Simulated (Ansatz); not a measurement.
One change: `N[SiH]1[SiH2]S1` becomes `[NH2][AlH][SiH]1[SiH2]S1`.

Ansatz, PBE0-D4/def2-TZVP geometries, multiplicity 1. Each molecule was computed in one conformer, which needn't be the lowest.

| property | `N[SiH]1[SiH2]S1` |
| --- | --- |
| HOMO–LUMO gap (ωB97M-V/def2-TZVPP) / eV | 10.27 |
| HOMO energy (ωB97M-V/def2-TZVPP) / eV | -8.75 |
| HOMO–LUMO gap (B3LYP/def2-TZVPP) / eV | 6.16 |
| LUMO energy (PBE/def2-TZVPP) / eV | -1.04 |
| HOMO energy (B3LYP/def2-TZVPP) / eV | -6.55 |
| HOMO–LUMO gap (PBE/def2-TZVPP) / eV | 4.65 |

**Question.** What does the change do to each property? (Best estimate.)

**Answer.** The calculation gave: 
```tsv
property	`[NH2][AlH][SiH]1[SiH2]S1`	shift
HOMO–LUMO gap (ωB97M-V/def2-TZVPP) / eV	8.88	-1.39
HOMO energy (ωB97M-V/def2-TZVPP) / eV	-8.79	-0.04
HOMO–LUMO gap (B3LYP/def2-TZVPP) / eV	4.93	-1.23
LUMO energy (PBE/def2-TZVPP) / eV	-2.28	-1.24
HOMO energy (B3LYP/def2-TZVPP) / eV	-6.64	-0.09
HOMO–LUMO gap (PBE/def2-TZVPP) / eV	3.57	-1.08
```

With PBE0 the HOMO falls by 0.10 eV and the LUMO falls by 1.37 eV, so the gap narrows by about 1.27 eV. PBE moves the HOMO by -0.15 eV and ωB97M-V by -0.04 eV.

B3LYP here is the variant with VWN-RPA as its local correlation; programs differ in this.
